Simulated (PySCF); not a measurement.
Compound: VI4 (doublet state).
Bonds: V1–I2, V1–I3, V1–I4, V1–I5.

Computed with PBE0-D3(BJ)/def2-SVP geometry optimisation, gas phase, def2 core potentials past Kr in PySCF.

Task: List the bond lengths and angles at this level.

Result: 
```json
{"bond": "V1–I2 and 3 like bonds", "length (bohr)": "4.700"}
```

Bonds in one row agree within 0.02 bohr and their mean is given. A selection of angles:
```json
{"angle": "I2–V1–I3", "degrees": "107.9"}
{"angle": "I2–V1–I4", "degrees": "109.8"}
{"angle": "I3–V1–I4", "degrees": "110.6"}
```

V1 (vanadium bonded to 4 I) is tetrahedral (angles from 107.9° to 110.7°). All 4 I–V bonds measure 2.486 to 2.489 Å.

Not checked by PBE0-D3(BJ)/def2-SVP frequencies. ⟨S²⟩ = 0.821 (exact for a doublet: 0.75).

Caution for open-shell metal species: one SCF solution and one stationary point were followed, and a lower state or a bent or distorted shape isn't ruled out.
